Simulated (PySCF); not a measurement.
Zn(SH)(SMe) (CH4S2Zn), SMILES C[S][Zn][SH].

Geometry: PBE0-D3(BJ)/def2-SVP. One conformer was computed; it need not be the lowest.

Computed with TDA-PBE/def2-SVPD (PySCF).

Vertical excitations. 

```tsv
state	energy (eV)	λ (nm)	f	main pairs
S1	4.05	306	0.013	HOMO→LUMO 99 %
S2	4.46	278	0.002	HOMO→LUMO+1 98 %
S3	4.59	270	0.028	HOMO−1→LUMO 99 %
S4	4.85	256	0.010	HOMO→LUMO+2 78 %, HOMO−2→LUMO 19 %
S5	5.11	243	0.003	HOMO−1→LUMO+1 56 %, HOMO−1→LUMO+2 35 %
S6	5.16	240	0.001	HOMO−1→LUMO+2 64 %, HOMO−1→LUMO+1 29 %
S7	5.54	224	0.011	HOMO→LUMO+3 95 %
S8	5.68	218	0.001	HOMO−2→LUMO+1 96 %
S9	5.86	212	0.036	HOMO−2→LUMO+2 90 %
S10	5.97	208	0.500	HOMO−2→LUMO 54 %, HOMO→LUMO+2 10 %
T1	3.75	330	0	HOMO→LUMO 99 %
T2	4.23	293	0	HOMO→LUMO+1 97 %
T3	4.25	292	0	HOMO−1→LUMO 98 %
T4	4.36	284	0	HOMO→LUMO+2 97 %
```
Triplets are in the Tamm–Dancoff approximation.
